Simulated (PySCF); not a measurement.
**InH: energy against distance**

Set-up: In def2-TZVP with ECP28, H def2-TZVP; scalar-relativistic core potentials (PySCF 2.14). Energies in eV from In + H in their ground configurations at the same level. State: ¹Σ⁺ (singlet), closed shell.

```csv
R (Å),PBE
1.593,-2.247
1.667,-2.458
1.741,-2.583
1.796,-2.633
1.852,-2.655
1.908,-2.652
1.982,-2.618
2.074,-2.542
2.185,-2.413
2.333,-2.206
```

Question: Put a parabola through the three lowest points of the PBE curve and estimate Re, k and ωe (reduced mass 0.9991 u; 1 eV/Å² = 0.16022 mdyn/Å; ωe = 1302.8·√(k/μ) cm⁻¹).

Answer: Through R = 1.796, 1.852, 1.908 Å the second-order coefficient is 3.99 eV/Å², so Re ≈ 1.873 Å, k ≈ 1.28 mdyn/Å and ωe ≈ 1473 cm⁻¹. A polynomial fit of higher order to the unrounded PBE energies gives Re = 1.872 Å, k = 1.15 mdyn/Å, ωe = 1395 cm⁻¹; anharmonicity and rounding make the difference.

The higher-order fit for each curve: PBE: Re = 1.872 Å, ωe = 1395 cm⁻¹, De = 2.66 eV.

Spin–orbit coupling is left out, which matters for elements this heavy, above all for dissociation energies.
